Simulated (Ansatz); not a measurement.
C2H8N2, SMILES `CNCN` (charge 0, multiplicity 1).

The numbers are results of frozen-core CCSD(T)/cc-pVDZ // PBE0-D3(BJ)/def2-TZVP (Ansatz, an electronic-structure program), not measurements.

Ansatz 0.2 input:
```yaml
crystal:
  periodic: [false, false, false]
  atoms:
    - { symbol: C, position_ang: [-1.470819, 0.27482, 0.357314] }
    - { symbol: N, position_ang: [-0.370964, -0.656055, 0.498521] }
    - { symbol: C, position_ang: [0.708302, -0.426933, -0.429034] }
    - { symbol: N, position_ang: [1.422148, 0.770103, -0.039003] }
    - { symbol: H, position_ang: [-1.103662, 1.286132, 0.533962] }
    - { symbol: H, position_ang: [-2.238888, 0.055096, 1.101144] }
    - { symbol: H, position_ang: [-1.937013, 0.256359, -0.641869] }
    - { symbol: H, position_ang: [-0.695658, -1.609329, 0.414847] }
    - { symbol: H, position_ang: [1.325962, -1.33795, -0.435119] }
    - { symbol: H, position_ang: [0.355909, -0.264941, -1.463789] }
    - { symbol: H, position_ang: [2.104239, 1.033646, -0.737314] }
    - { symbol: H, position_ang: [1.900445, 0.619052, 0.840338] }
basis:
  gaussian: { orbitals: cc-pVDZ }
correlation:
  method: ccsd_t
```

Output:

```
Functional definition: HF
875 factors; integrals over basis functions are off by at most 1.3e-3 eV
mean field evaluation 1: about -5147.6348 eV, gradient 3.4e1 eV
mean field evaluation 2: about -5147.8274 eV, gradient 3.4e1 eV
mean field evaluation 4: about -5150.6552 eV, gradient 3.5e0 eV
mean field evaluation 8: about -5150.6946 eV, gradient 1.7e-1 eV
mean field evaluation 16: about -5149.9750 eV, gradient 1.5e1 eV
mean field -5150.69476800 eV, -189.2845414577 hartree, gradient 3.0e-6 eV, S^2 0.000000; 0 other end points of the search recorded, 0 dependent functions left out
4 core orbitals not correlated
reference -5150.69476800 eV, -189.2845414577 hartree; 13, 13 occupied and 79, 79 virtual orbitals, 875 factors
second order -17.24844405 eV of doubles, -0.00000000 eV of singles
cycle   1  -18.08771837 eV  change   -8.4e-1 eV  update   7.9e-2
cycle   2  -18.53377175 eV  change   -4.5e-1 eV  update   2.3e-2
cycle   3  -18.60299345 eV  change   -6.9e-2 eV  update   9.0e-3
cycle   4  -18.60232916 eV  change    6.6e-4 eV  update   2.2e-3
cycle   5  -18.60319911 eV  change   -8.7e-4 eV  update   9.4e-4
cycle   6  -18.60330396 eV  change   -1.0e-4 eV  update   3.1e-4
cycle   7  -18.60314029 eV  change    1.6e-4 eV  update   1.2e-4
cycle   8  -18.60311020 eV  change    3.0e-5 eV  update   3.9e-5
cycle   9  -18.60310744 eV  change    2.8e-6 eV  update   1.0e-5
perturbative correction -0.50197989 eV, -0.0184474207 hartree
Total energy: -5169.79985533 eV, -189.9866404673 hartree
```
